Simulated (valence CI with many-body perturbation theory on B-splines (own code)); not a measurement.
**Ti¹⁵⁺: calculated level list**

Level of theory: relativistic CI+MBPT: five valence electrons over a frozen Dirac-Fock core [He], radial functions for each j: 11 s, 11 p, 10 d, 8 f, 5 g, 2 h, with the one-electron correlation potential Σ1, the two-electron term Σ2, the three-electron term Σ3, Breit, model QED; selected CI, second order for the rest, scaled by the run's own slope (own B-spline code, finite nucleus).

No measured spectrum was set against this ion. As an estimate, levels of excited configurations hold to 0.05 to 0.15 % of their energy, terms of the ground configuration to about 0.5 %. Among the levels kept, up to 5400 cm⁻¹ of a level comes from second order outside the variational space, and about a tenth of that is noise between levels of different J, which matters for small intervals.

Levels 136 to 180 of 199, with energies above the lowest level, 2s2.2p3 4S°_3/2. "Leading %" is the weight of the configuration and term that name the level; weights of strongly mixed levels are sums over their largest components and can fall short, so below about 35 % the name and the second component can differ from the true leading terms, or belong to a minority configuration. In the jj column 3d3/2^4 stands for four electrons in 3d with j = 3/2.

```tsv
No.	Configuration	Term	J	E (eV)	Leading %	Second component	Leading jj
136	2s.2p3.3d	4F°	7/2	709.76	81	17 % 2s.2p3.3d 4G°	2s 2p1/2 2p3/2^2 3d3/2 (48 %)
137	2s.2p3.3d	4F°	9/2	710.68	66	34 % 2s.2p3.3d 4G°	2s 2p1/2 2p3/2^2 3d5/2 (62 %)
138	2s.2p3.3p	2S	1/2	711.28	86		2s 2p1/2 2p3/2^2 3p3/2 (31 %)
139	2s.2p3.3d	4G°	5/2	711.30	87	9 % 2s.2p3.3d 4F°	2s 2p1/2 2p3/2^2 3d3/2 (35 %)
140	2s.2p3.3d	4G°	7/2	711.40	76	20 % 2s.2p3.3d 4F°	2s 2p1/2 2p3/2^2 3d3/2 (30 %)
141	2s.2p3.3d	4G°	9/2	711.65	59	38 % 2s.2p3.3d 4F°	2s 2p1/2 2p3/2^2 3d5/2 (67 %)
142	2s.2p3.3s	2P°	3/2	711.95	89	6 % 2s.2p3.3s 4S°	2s 2p3/2^3 3s (54 %)
143	2s.2p3.3d	4G°	11/2	712.03	100		2s 2p1/2 2p3/2^2 3d5/2 (100 %)
144	2s.2p3.3s	2P°	1/2	712.19	86	11 % 2s.2p3.3s 2S°	2s 2p3/2^3 3s (54 %)
145	2s.2p3.3d	4D°	1/2	713.57	93		2s 2p1/2 2p3/2^2 3d3/2 (40 %)
146	2s.2p3.3d	4D°	3/2	713.85	90		2s 2p1/2 2p3/2^2 3d3/2 (36 %)
147	2s.2p3.3d	4D°	5/2	714.34	88	10 % 2s.2p3.3d 4P°	2s 2p1/2 2p3/2^2 3d5/2 (43 %)
148	2s.2p3.3d	4D°	7/2	714.58	94		2s 2p1/2 2p3/2^2 3d5/2 (56 %)
149	2s.2p3.3d	2S°	1/2	714.75	88	7 % 2s.2p3.3d 4P°	2s 2p1/2 2p3/2^2 3d5/2 (41 %)
150	2s.2p3.3d	2G°	7/2	715.72	91		2s 2p1/2 2p3/2^2 3d5/2 (41 %)
151	2s.2p3.3d	2G°	9/2	715.78	93	5 % 2s.2p3.3d 4F°	2s 2p1/2 2p3/2^2 3d3/2 (62 %)
152	2s.2p3.3d	4P°	5/2	716.48	88	8 % 2s.2p3.3d 4D°	2s 2p1/2 2p3/2^2 3d3/2 (48 %)
153	2s.2p3.3d	4P°	3/2	717.27	74	15 % 2s.2p3.3d 2P°	2s 2p1/2 2p3/2^2 3d3/2 (67 %)
154	2s.2p3.3d	4P°	1/2	717.35	93	4 % 2s.2p3.3d 2S°	2s 2p1/2 2p3/2^2 3d5/2 (50 %)
155	2s.2p3.3p	2P	3/2	717.76	47	42 % 2s.2p3.3p 4P	2s 2p1/2 2p3/2^2 3p1/2 (52 %)
156	2s.2p3.3p	2P	1/2	717.83	60	33 % 2s.2p3.3p 4P	2s 2p1/2 2p3/2^2 3p1/2 (37 %)
157	2s.2p3.3d	2P°	3/2	718.18	57	29 % 2s.2p3.3d 4P°	2s 2p1/2 2p3/2^2 3d5/2 (42 %)
158	2s.2p3.3d	2D°	5/2	718.73	83	10 % 2s.2p3.3d 2F°	2s 2p1/2 2p3/2^2 3d5/2 (36 %)
159	2s.2p3.3d	4S°	3/2	719.12	75	15 % 2s.2p3.3d 2P°	2s 2p1/2 2p3/2^2 3d5/2 (59 %)
160	2s.2p3.3d	2P°	1/2	719.28	92		2s 2p1/2 2p3/2^2 3d5/2 (59 %)
161	2s.2p3.3p	4P	5/2	719.37	87	5 % 2s.2p3.3p 2D	2s 2p1/2 2p3/2^2 3p3/2 (55 %)
162	2s.2p3.3p	4P	1/2	719.85	54	34 % 2s.2p3.3p 2P	2s 2p1/2 2p3/2^2 3p3/2 (36 %)
163	2s.2p3.3p	2P	3/2	720.06	49	45 % 2s.2p3.3p 4P	2s 2p1/2 2p3/2^2 3p3/2 (44 %)
164	2s.2p3.3p	2F	5/2	720.36	93		2s 2p1/2 2p3/2^2 3p1/2 (54 %)
165	2s.2p3.3p	2F	7/2	721.44	96		2s 2p1/2 2p3/2^2 3p3/2 (74 %)
166	2s.2p3.3d	2D°	3/2	721.77	92		2s 2p1/2 2p3/2^2 3d5/2 (47 %)
167	2s.2p3.3d	2F°	7/2	722.72	82	12 % 2s.2p3.3d 4F°	2s 2p1/2 2p3/2^2 3d5/2 (39 %)
168	2s.2p3.3d	2F°	5/2	723.01	69	16 % 2s.2p3.3d 2D°	2s 2p1/2 2p3/2^2 3d5/2 (58 %)
169	2s.2p3.3d	4F°	7/2	724.10	72	10 % 2s.2p3.3d 4D°	2s 2p1/2 2p3/2^2 3d5/2 (54 %)
170	2s.2p3.3d	4F°	5/2	724.19	79	8 % 2s.2p3.3d 2F°	2s 2p1/2 2p3/2^2 3d3/2 (38 %)
171	2s.2p3.3d	4F°	9/2	724.20	86	6 % 2s.2p3.3d 2G°	2s 2p3/2^3 3d5/2 (58 %)
172	2s.2p3.3d	4F°	3/2	724.26	95		2s 2p1/2 2p3/2^2 3d3/2 (76 %)
173	2s.2p3.3p	2D	3/2	724.50	94		2s 2p1/2 2p3/2^2 3p3/2 (44 %)
174	2s.2p3.3p	2D	5/2	724.68	94		2s 2p1/2 2p3/2^2 3p3/2 (56 %)
175	2s.2p3.3d	4P°	1/2	725.33	90		2s 2p3/2^3 3d3/2 (50 %)
176	2s.2p3.3d	4P°	3/2	725.77	75	12 % 2s.2p3.3d 4S°	2s 2p1/2 2p3/2^2 3d3/2 (28 %)
177	2s.2p3.3d	4P°	5/2	725.88	86	9 % 2s.2p3.3d 4D°	2s 2p1/2 2p3/2^2 3d5/2 (64 %)
178	2s.2p3.3d	4D°	1/2	727.39	94		2s 2p1/2 2p3/2^2 3d3/2 (53 %)
179	2s.2p3.3d	4D°	3/2	727.41	79	13 % 2s.2p3.3d 2D°	2s 2p3/2^3 3d3/2 (25 %)
180	2s.2p3.3d	4D°	7/2	727.67	82	9 % 2s.2p3.3d 2F°	2s 2p3/2^3 3d5/2 (40 %)
```

Names give the largest LS component (configuration and term), which can be under half, so a name can repeat, a term be missing and a line seem to break the LS rules; names also repeat where a configuration has a term twice.
